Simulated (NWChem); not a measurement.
Molecule: ZnHSBr; SMILES [SH][Zn][Br]

```xyz
4

Zn     0.0156     0.5040     0.0000
Br     0.0046    -1.7336     0.0000
S      0.0423     2.6753     0.0000
H     -1.3087     2.7486     0.0000
```
Atoms are numbered in this order, from 1.

The geometry was optimised at PBE0/def2-SVP.

Symmetry labels are those of Cs in the frame above (b1 and b2, or b-type labels, depend on it).

Question: List the 4 lowest vertical singlet excitations from PBE0/def2-SVPD, TDA (NWChem).

Answer: 
| state | energy (eV) | oscillator strength | symmetry | leading excitation (squared amplitude) |
|---|---|---|---|---|
| S1 | 4.83 | 0.018 | a" | HOMO → LUMO (0.99) |
| S2 | 5.60 | 0.000 | a" | HOMO → LUMO+1 (0.98) |
| S3 | 5.74 | 0.025 | a' | HOMO−1 → LUMO (0.99) |
| S4 | 5.80 | 0.044 | a" | HOMO−2 → LUMO (0.99) |
